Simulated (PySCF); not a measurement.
C4H3Br, SMILES C#C/C=C\Br.

Geometry: B3LYP-D3(BJ)/def2-SVP.

Level of theory: TDA-LC-ωPBE/def2-SVPD (PySCF).

Vertical excitations. The molecule is in vacuum. State labels are in the subgroup Cs.

```tsv
state	symmetry	energy (eV)	λ (nm)	f	main pairs
S1	A"	5.54	224	0.000	HOMO−1→LUMO 65 %, HOMO−2→LUMO 25 %
S2	A'	5.74	216	0.346	HOMO→LUMO 79 %
S3	A"	6.15	201	0.000	HOMO→LUMO+1 55 %, HOMO→LUMO+6 15 %
S4	A"	6.42	193	0.000	HOMO→LUMO+2 25 %, HOMO→LUMO+6 17 %, HOMO→LUMO+4 14 %, HOMO−3→LUMO+6 9 %
S5	A"	6.61	188	0.000	HOMO−2→LUMO 68 %, HOMO−1→LUMO 28 %
S6	A'	6.95	178	0.026	HOMO−2→LUMO+1 34 %, HOMO−1→LUMO+1 29 %, HOMO−2→LUMO+4 9 %, HOMO−3→LUMO 6 %
S7	A'	7.04	176	0.112	HOMO−3→LUMO 57 %
S8	A"	7.59	163	0.014	HOMO→LUMO+2 53 %, HOMO→LUMO+6 18 %, HOMO→LUMO+3 9 %
S9	A"	8.20	151	0.037	HOMO→LUMO+3 50 %
S10	A"	8.38	148	0.002	HOMO−3→LUMO+1 23 %, HOMO−5→LUMO 17 %, HOMO→LUMO+4 15 %, HOMO→LUMO+3 14 %
T1	A'	3.18	390	0	HOMO→LUMO 87 %
T2	A"	5.04	246	0	HOMO−1→LUMO 53 %, HOMO−2→LUMO 23 %
T3	A'	5.25	236	0	HOMO−3→LUMO 20 %, HOMO−1→LUMO+6 19 %, HOMO−4→LUMO 12 %, HOMO−2→LUMO+6 9 %
T4	A"	5.57	222	0	HOMO→LUMO+1 52 %, HOMO→LUMO+4 13 %, HOMO−3→LUMO+1 9 %
```
Triplets are in the Tamm–Dancoff approximation.
